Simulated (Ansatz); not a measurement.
```xyz
3

C     0.0000    0.0000   -0.1940
H     0.0000    0.9308    0.5820
H     0.0000   -0.9308    0.5820
```

Basis set: def2-TZVP (spherical functions). Frozen core: 1 orbital. Charge 0, multiplicity 1.

Computed with Ansatz (development build ahead of 0.2.0); each method stands on the lowest determinant of its kind that the runs found. Restricted open shells among the atoms or ions are ROHF, correlated in semicanonical orbitals with singles.

(1) Give the atomization energy at this shape (free ground-state atoms in the same class of orbitals less the molecule, no zero-point energy) of singlet CH2 by RHF-MP2, RHF.

Results:

(1)

| method | atomization energy |
| --- | --- |
| RHF-MP2 | 674.7 kJ/mol |
| RHF | 506.1 kJ/mol |

Caution: another spin multiplicity may lie lower; in another basis set an unrestricted determinant lies well below; the shape is not the minimum.
